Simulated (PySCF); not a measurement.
Ho: excitation energy

Ho [Xe] 4f11 6s2 (high-spin determinant) → Ho [Xe] 4f10 6s2 6p1 (high-spin determinant), as a difference of total energies. Computed with PySCF 2.14 in cc-pVDZ-X2C, with scalar relativity by spin-free X2C-1e. Correlated levels: valence: [Kr] 4d10 frozen; valence and next inner shell: [Ar] 3d10 frozen. The calculations carry no spin-orbit coupling.

| method | excitation energy (eV) |
| --- | --- |
| UHF | -0.961 |
| LDA | 4.179 |
| PBE | 3.729 |
| PBE0 | 2.706 |
| TPSSh | 2.929 |
| MP2 (valence) | 2.962 |
| SCS-MP2 (valence) | 2.577 |
| MP2 (valence and next inner shell) | 3.284 |
| SCS-MP2 (valence and next inner shell) | 2.806 |

Task: How much does correlation contribute at MP2 (valence and next inner shell)?

Result: 3.284 − (-0.961) = 4.245 eV, measured against UHF.

A first-order spin-orbit estimate (lowest level to lowest level, LS coupling) adds 0.046 eV.

The basis was made for the ground configuration and has no added diffuse functions, so the excitation energy can come out too high.

The determinant of the upper state and of the lower state mixes LS terms, which raises its energy above the lowest term, most at the Hartree-Fock and MP2 levels.
